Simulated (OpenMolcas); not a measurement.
**Computed transition rates of Cr IV**

```yaml
Program: OpenMolcas 26.06
Method: "MS-CASPT2, IPEA 0.25 Eh, imaginary shift 0.1 Eh (closed shells correlated: 3s 3p)"
Basis: ANO-RCC-VTZP [6s5p3d2f1g]
Scalar_Hamiltonian: DKH2, point nucleus
Active_space: 3 electrons in 5 orbitals (3d)
State_averaging: 2S+1 = 4 even, 10 roots; 2S+1 = 2 even, 40 roots
Spin-orbit_coupling: RASSI with atomic mean-field integrals over the reference wave functions, term energies averaged over their components
```

Rates come from the transition moments of the reference wave functions (E1 and E2 in the length form). At fixed line strength A goes as λ^-3 for E1 and M1 and as λ^-5 for E2, so a rate at the computed wavelength can be rescaled to the measured one. Measured vacuum wavelengths follow from level energies in Sugar and Corliss, J. Phys. Chem. Ref. Data 6, 317 (1977). Branching counts decays inside the model space alone, at computed energies, and the table is only a selection of the E2 and M1 lines, drawn from those between levels with measured partners whose computed energy lies within a factor of 1.5 of the measured one.

```csv
Upper,Lower,Type,λ computed (nm),λ measured (nm),A computed (s-1),A rescaled (s-1),Branching %
3d3 2D 3/2(2),3d3 2G 7/2,E2,248.5,262.5,9.52e+00,7.24e+00,71.3
3d3 2D 5/2(2),3d3 2G 9/2,E2,252,266.1,8.39e+00,6.39e+00,65.0
3d3 2D 5/2(1),3d3 4F 7/2,M1,486.1,497.3,1.75e-01,,78.3
3d3 2D 3/2(1),3d3 4F 5/2,M1,480.7,489.9,1.53e-01,,56.0
3d3 2F 5/2,3d3 2G 7/2,E2,494.2,512.7,1.15e-01,9.57e-02,39.8
3d3 2F 7/2,3d3 2G 9/2,E2,506.9,527.4,1.04e-01,8.53e-02,32.7
3d3 2G 9/2,3d3 4F 9/2,M1,691.2,691.8,9.51e-02,,71.4
3d3 2D 3/2(1),3d3 4F 3/2,M1,475.1,484.3,8.56e-02,,31.3
3d3 2F 5/2,3d3 2H 9/2,E2,720.4,741.3,5.21e-02,4.52e-02,18.0
3d3 2P 1/2,3d3 4P 1/2,M1,1948,1831,5.17e-02,,97.5
3d3 4P 1/2,3d3 4F 3/2,E2,684.7,711.3,4.44e-02,3.67e-02,62.1
3d3 4P 5/2,3d3 4F 9/2,E2,714.4,739.3,4.28e-02,3.61e-02,67.1
3d3 2G 7/2,3d3 4F 7/2,M1,688.2,689.8,3.82e-02,,51.0
3d3 2G 9/2,3d3 4F 7/2,M1,671.7,673.6,3.75e-02,,28.2
3d3 2G 7/2,3d3 4F 5/2,M1,672.6,674.9,3.43e-02,,45.8
3d3 2H 9/2,3d3 2G 9/2,M1,1668,1765,3.38e-02,,64.7
3d3 4P 3/2,3d3 4F 7/2,E2,707.9,734.1,3.20e-02,2.67e-02,47.7
3d3 4P 1/2,3d3 4F 5/2,E2,696.4,723.4,2.71e-02,2.24e-02,37.9
3d3 4P 3/2,3d3 4F 5/2,E2,691.4,717.3,2.57e-02,2.14e-02,38.3
3d3 2H 9/2,3d3 2G 7/2,M1,1574,1663,1.78e-02,,34.0
3d3 2H 11/2,3d3 2G 9/2,M1,1595,1689,1.75e-02,,97.4
3d3 4P 5/2,3d3 4F 7/2,E2,693.6,718.6,1.59e-02,1.33e-02,24.9
3d3 4F 9/2,3d3 4F 7/2,M1,23910,25640,1.98e-03,1.61e-03,100.0
3d3 4F 7/2,3d3 4F 5/2,M1,29720,31270,1.66e-03,1.43e-03,100.0
3d3 4F 5/2,3d3 4F 3/2,M1,40550,42410,6.50e-04,5.68e-04,100.0
```

Spin-changing lines and M1 lines between different terms are not rescaled, since their strength hangs on the term gaps too.

The largest correction is for 3d3 2D 3/2(2) → 3d3 2G 7/2 (E2): 9.52e+00 × (248.5 / 262.5)^5 = 7.24e+00 s-1, a factor of 0.76.

The computed rate and branching of 3d3 4F 5/2 → 3d3 4F 3/2 give the upper level a radiative lifetime of 1.000 / 6.50e-04 s-1 = 1.54e+03 s, counting decays inside the model space alone. The rescaled rate gives about 1.8e+03 s.

These are rates of the free ion; in crystals, glasses and complexes forced electric-dipole and non-radiative decay shorten such lifetimes by orders of magnitude. No measured rate stands beside these. Rescaling mends the energy factor alone: line strengths can still be far off where a level mixes with configurations outside the active space, and weak or spin-changing lines hang on small mixing coefficients that depend on the term gaps too, so rescaling need not improve them.

CASPT2 does not keep the components of a term degenerate, so their means are used; among the terms shown or strongly mixed into the levels shown the widest spread is 1000 cm-1 (3d3 4F). Computed and measured levels are paired by configuration, term and J; levels that our copy of the source lacks, or whose pairing is in doubt (as where it misses far off the trend of its configuration), stay unpaired. Only configurations of the active space appear.

A number in round brackets counts repeated terms of one configuration in the order of the reference energies.
